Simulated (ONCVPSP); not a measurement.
Ni, ONCV: configuration errors across variants

ONCVPSP 4.0.1 input, shortened (lines: element, Z, core and valence counts, functional; n l f; lmax; l rc ep ncon nbas qcut; lloc lpopt rc5 dvloc0; l nproj debl; icmod fcfact rcfact), PW91, scalar-relativistic:

```
  Ni 28.00    3    5  -109134      upf
    1    0    2.00
    2    0    2.00
    2    1    6.00
    3    0    2.00
    3    1    6.00
    3    2    8.00
    4    0    1.00
    4    1    1.00
    2
    0    1.20    0.00    5    9   11.00
    1    1.35    0.00    3    7   10.30
    2    1.00    0.00    4    9   19.10
    4    3    0.80    4.00
    0    2    1.90
    1    2    2.70
    2    2    0.60
    2    0.35    1.00
```

All-electron excitation energies from the reference (eV): (1) 3s2 3p6 3d8 4s2 4p0 -4.623; (2) 3s2 3p6 3d8 4s1 4p0 4.769; (3) 3s2 3p6 3d8 4s0 4p0 22.179; (4) 3s2 3p6 3d9 4s0 4p0 1.728.

1 further variants failed, have other tests or too few solved ones, and are left out.

Errors AE − PS in meV (a dash: test not solved or not reliable):

```csv
change,(1),(2),(3),(4),bound ghosts,GHOST(+) flags above zero
base,-0.3,-1.6,-2.2,+0.1,none,p
"core correction polynomial model core, fcfact 0.75",-0.3,-1.6,-2.2,+0.1,none,p
"local potential polynomial inside 0.80 bohr (lpopt 5, dvloc0 4 Ha)",+0.5,-0.3,-0.7,+2.3,none,none
"all radii but the core radius scaled by about 0.75 (s 0.90, p 1.02, d 0.76 bohr); local potential polynomial inside 0.60 bohr (lpopt 3, dvloc0 4 Ha)",+0.3,-0.2,-0.7,+0.7,none,s
"core correction Teter function fitted to the true core (icmod 2), fcfact 0.5",-0.3,-1.6,-2.2,+0.1,none,p
```

Q: Give the same row for: p: nbas 8.

A: +0.3, -0.6, -1.0, +1.7; bound ghosts: none; GHOST(+) flags above zero: none.
